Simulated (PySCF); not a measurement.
C₃H₄F₂O₂, SMILES FC1(F)COCO1. Atoms are numbered in the order given.

```xyz
11

F     -1.3761     0.7274    -0.8375
C     -0.5093     0.3398     0.1118
F     -0.9894     0.8173     1.2751
C     -0.3079    -1.1778     0.1611
O      0.9184    -1.3551    -0.4912
C      1.6495    -0.2169    -0.1831
O      0.7229     0.8517    -0.1556
H     -1.1005    -1.7210    -0.3679
H     -0.2717    -1.4945     1.2206
H      2.3984    -0.0305    -0.9650
H      2.1394    -0.2993     0.8095
```
Charge 0, spin multiplicity 1.

The structure is a stationary point at PBE0-D3(BJ)/def2-SVP. One conformer was computed; it need not be the lowest.

Level of theory: SMD-M06-2X/def2-SVP run with PySCF.

Solvation free energies are E(SMD) − E(gas) at the gas-phase geometry, for 1 M in both phases. In vacuum the dipole moment is 2.19 D.

| solvent | ΔG(solv) (kcal/mol) | its non-electrostatic (CDS) part | dipole (D) |
|---|---|---|---|
| water | -4.0 | 4.0 | 2.70 |
| dichloromethane | -4.8 | 0.3 | 2.61 |
| toluene | -3.1 | -0.5 | 2.42 |
